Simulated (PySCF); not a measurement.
All of these have the formula C6H10O2. Level of theory: PySCF, TDDFT wB97X-D/def2-SVPD, vertical, gas phase, core orbitals frozen in the response. Geometries: GFN2-xTB; one conformer of each isolated species. Triplets are in the Tamm–Dancoff approximation.

A. `CC(C)=C(C)C(=O)O`
B. `C=CC(=O)OCCC`
C. `OC[C@@H]1C[C@H]2[C@H](O2)C1`
D. `CCC1=COCCO1`

Lowest singlet levels (six at most, fewer where fewer were computed) with oscillator strengths:

1. 207 nm (f 0.019); 193 nm (f 0.139); 178 nm (f 0.007); 176 nm (f 0.029); 173 nm (f 0.041); 170 nm (f 0.033); T1 4.37 eV
2. 242 nm (f 0.000); 190 nm (f 0.305); 180 nm (f 0.213); 166 nm (f 0.001); 158 nm (f 0.001); 149 nm (f 0.060); T1 4.03 eV
3. 248 nm (f 0.007); 218 nm (f 0.343); 176 nm (f 0.003); 168 nm (f 0.019); 166 nm (f 0.016); 159 nm (f 0.082); T1 3.55 eV
4. 173 nm (f 0.003); 157 nm (f 0.013); 148 nm (f 0.009); 146 nm (f 0.036); 145 nm (f 0.048); 144 nm (f 0.024); T1 6.93 eV

Question: Match each spectrum to its molecule.

Answer: 1 = D, 2 = B, 3 = A, 4 = C.
- A: S1 at 5.00 eV, HOMO-1→LUMO (86%); Löwdin shares by element: HOMO carbon 63% or more, oxygen 10% or more (atoms not listed hold the other 27%); LUMO carbon 60% or more, oxygen 14% or more (atoms not listed hold the other 26%); HOMO -8.94 and LUMO 0.68 eV.
- B: S1 at 5.12 eV, HOMO→LUMO (93%); Löwdin shares by element: HOMO oxygen 74%, carbon 17% or more; LUMO carbon 68% or more, oxygen 12% or more (atoms not listed hold the other 20%); HOMO -10.07 and LUMO 0.42 eV.
- C: S1 at 7.17 eV, HOMO-1→LUMO (36%), HOMO→LUMO (33%), HOMO-2→LUMO (9%); Löwdin shares by element: HOMO oxygen 54%, carbon 13% or more (atoms not listed hold the other 33%); LUMO oxygen 30% or more, hydrogen 21% or more, carbon 13% or more (atoms not listed hold the other 36%); HOMO -9.40 and LUMO 2.32 eV.
- D: S1 at 5.98 eV, HOMO→LUMO (77%); Löwdin shares by element: HOMO carbon 49% or more, oxygen 38%; LUMO carbon 36% or more, hydrogen 8% or more (atoms not listed hold the other 57%); HOMO -7.77 and LUMO 2.32 eV.
A and B have S1 within 0.12 eV of each other; their strongest listed levels stand at 5.68 eV (f 0.343) and 6.53 eV (f 0.305).
